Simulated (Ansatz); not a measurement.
A CCSD(T) single point on CH4AlBFN.

```yaml
crystal:
  periodic: [false, false, false]
  atoms:
    - {symbol: B, position_ang: [-0.075045, 0.473086, 0.863666]}
    - {symbol: C, position_ang: [0.775083, -0.658706, 0.204319]}
    - {symbol: F, position_ang: [1.156215, -1.823902, 0.739859]}
    - {symbol: N, position_ang: [-0.767865, -0.493787, -0.148762]}
    - {symbol: Al, position_ang: [0.376230, 0.365402, -1.311338]}
    - {symbol: H, position_ang: [0.136698, 1.566361, 0.205336]}
    - {symbol: H, position_ang: [-0.445602, 0.652647, 1.979406]}
    - {symbol: H, position_ang: [-1.400247, -1.218296, 0.146082]}
    - {symbol: H, position_ang: [0.333030, 1.090996, -2.695568]}
basis:
  gaussian: {orbitals: def2-TZVPP}
correlation: {method: ccsd_t}
output: {orbitals: {seedname: orbitals}}
```

```sh
$ ansatz run in.yaml --threads 2 --pin off --events-out ev --progress --plain --max-ram 4352MiB
```

Output of Ansatz, abridged:

```
Functional definition: HF
1351 factors; integrals over basis functions are off by at most 1.2e-3 eV
mean field evaluation 1: about -12531.8875 eV, gradient 4.0e1 eV
mean field evaluation 2: about -12532.1508 eV, gradient 4.0e1 eV
mean field evaluation 4: about -12536.2225 eV, gradient 4.6e0 eV
mean field evaluation 8: about -12536.3123 eV, gradient 3.9e-1 eV
mean field evaluation 16: about -12536.3133 eV, gradient 1.7e-6 eV
mean field -12536.31331224 eV, -460.7010168066 hartree, gradient 1.7e-6 eV, S^2 0.000000; 0 other end points of the search recorded, 0 dependent functions left out
9 core orbitals not correlated: weight in the atoms' cores, before any rotation towards them, 1.000 or more for the frozen orbitals, at most 0.000 for the correlated occupied ones
reference -12536.31331224 eV, -460.7010168066 hartree; 13, 13 occupied and 200, 200 virtual orbitals, 1351 factors
second order -21.97006491 eV of doubles, -0.00000000 eV of singles
cycle   1  -22.00599402 eV  change   -3.6e-2 eV  update   1.1e-1
cycle   2  -22.57162314 eV  change   -5.7e-1 eV  update   3.3e-2
cycle   3  -22.69889358 eV  change   -1.3e-1 eV  update   1.7e-2
cycle   4  -22.68527171 eV  change    1.4e-2 eV  update   4.7e-3
cycle   5  -22.68309636 eV  change    2.2e-3 eV  update   2.6e-3
cycle   6  -22.68463569 eV  change   -1.5e-3 eV  update   9.2e-4
cycle   7  -22.68434885 eV  change    2.9e-4 eV  update   4.7e-4
cycle   8  -22.68410260 eV  change    2.5e-4 eV  update   1.8e-4
cycle   9  -22.68418045 eV  change   -7.8e-5 eV  update   7.8e-5
cycle  10  -22.68422308 eV  change   -4.3e-5 eV  update   2.9e-5
cycle  11  -22.68419696 eV  change    2.6e-5 eV  update   1.1e-5
perturbative correction -0.93961662 eV, -0.0345302739 hartree
Total energy: -12559.93712582 eV, -461.5691759428 hartree
```

Hardware: 2 threads of an Arm Neoverse V2 on a shared host. Wall time 110 s, peak host memory 3.6 GiB.

Correlation energy per correlated electron: -0.909 eV. T1 diagnostic: 0.0136.
